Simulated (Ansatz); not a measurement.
`CC(C)Br` + `C[S][Ge][OH]` → `C[O][Ge][S]C` + `CCBr`  (substitution at a C–C bond)

Computed with Ansatz on PBE0-D4/def2-TZVP structures; ΔE is electronic, products minus reactants. CCSD(T)/CBS adds triple-zeta CCSD(T) − MP2 to the extrapolated MP2 energy (def2 sets, frozen cores). DFT in def2-TZVPP. For Br, Ge outer-core shells are correlated without core-valence functions, which leaves a few kJ/mol of doubt a bond. Scalar relativity is left out up to krypton. Each species was taken in one conformer, which may not be the lowest.

```json
{"level": "ωB97X-V", "ΔE (kJ/mol)": "63.5"}
{"level": "r2SCAN", "ΔE (kJ/mol)": "65.1"}
```

(1) What does CCSD(T)/CBS give? (Estimate.)

Largest T1 diagnostic among the species: 0.015.

## Answers

(1) Computed: +70.7 kJ/mol. The listed levels differ from it by -7.2, -5.6 kJ/mol.

In def2-TZVPP, CCSD(T) changes the Hartree–Fock value by +8.4 kJ/mol (the triples alone add +0.1 kJ/mol) and MP2 by +15.5 kJ/mol. From PBE to PBE0 (25 % exact exchange), in def2-TZVPP and without D4, ΔE moves by +3.5 kJ/mol.
